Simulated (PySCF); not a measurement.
**Be⁺ (beryllium, charge +1) across methods**

[He] 2s1, 2S determinant. Calculation: PySCF 2.14, in dyall-acv3z; the spin-free X2C one-electron Hamiltonian (Gaussian nucleus).

```
   method  E (hartree)  mean ε 1s α (eV)  mean ε 1s β (eV)  mean ε 2s α (eV)  Σ⟨r²⟩ (bohr²)   ⟨S²⟩
      PBE     -14.3019           -117.82           -117.30           -14.474          6.447  0.750
BHandHLYP     -14.3372           -129.74           -128.97           -16.316          6.412  0.750
     PBE0     -14.3095           -123.63           -122.98           -15.484          6.451  0.750
     PW91     -14.3180           -118.06           -117.55           -14.506          6.447  0.750
      UHF    -14.27992           -140.40           -139.28           -18.132          6.553  0.750
   r2SCAN     -14.3285           -120.06           -119.65           -14.634          6.445  0.750
      LDA     -14.1179           -116.48           -115.98           -14.301          6.518  0.750
  LC-wPBE     -14.3119           -123.77           -123.32           -18.163          6.422  0.750
     BLYP     -14.3342           -118.13           -117.71           -14.296          6.385  0.750
```
